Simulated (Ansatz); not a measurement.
A structure drawn as `[TeH]C1O[SiH2]1`, with this starting geometry:

```xyz
8

Te    1.049    1.640   -0.968
C     0.688   -0.257   -0.201
O     0.864   -0.259    1.148
Si   -0.875   -0.420    0.764
H     0.080    1.323   -2.391
H     1.038   -1.196   -0.709
H    -1.372   -1.707    1.146
H    -1.473    0.875    1.211
```

Total charge 0; spin multiplicity 1. Te takes the def2 core potential.

Question: Relax it with Ansatz at PBE-D4/def2-SVP and then PBE0-D4/def2-TZVP. Is the drawn bonding still there?

Answer: Yes, every drawn bond is still there and no new one forms.

Question: Give the relaxed structure. (An estimate is asked.)

Answer: Ansatz gave: 
Z-matrix (Å, degrees):
```
C
O 1 1.466
Si 1 1.802 2 60.2
Te 1 2.126 2 117.3 3 117.0
H 1 1.088 2 112.4 3 -115.1
H 3 1.477 1 120.5 2 101.7
H 3 1.478 1 123.0 2 -99.0
H 4 1.659 1 94.5 2 -82.3
```
No frequency check was run.

Atoms count as bonded under 1.1 times the sum of their covalent radii (H–H under 0.85 Å, pairs among N, O and F under 1.55 Å), and a drawn bond as lost past 1.3 times.
